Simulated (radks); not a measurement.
The numbers below are computed, except where a source is named.
Problem. Species: the fluorine ion F3+. Configuration: 1s1.5 2s2 2p2 3d0.5 (fractional occupations, a model configuration). Level of theory: scalar-relativistic Kohn-Sham, r2SCAN, spin-polarised, spherical densities, finite nucleus; open shells are filled with parallel spins first; meta-GGA in the generalised Kohn-Sham scheme; Fermi nuclear charge, rms radius 2.8976 fm (a radial shooting solver on a logarithmic mesh with Libxc functionals). Some entries of the table are withheld. Estimate them.

| orbital | occ. | eigenvalue (hartree) | r(max) (bohr) |
|---|---|---|---|
| 1s up | 1 | -29.57877 | (1) |
| 1s down | 0.5 | -28.71331 | (2) |
| 2s up | 1 | -3.91946 | 0.6817 |
| 2s down | 1 | -3.60451 | 0.6990 |
| 2p up | 2 | -3.24145 | (3) |
| 2p down | 0 | -2.87034 | (4) |
| 3d up | 0.5 | -0.71679 | 2.187 |

Solution. 
(1) 1s up r(max) (bohr): 0.1128
(2) 1s down r(max) (bohr): 0.1133
(3) 2p up r(max) (bohr): 0.5766
(4) 2p down r(max) (bohr): 0.6087
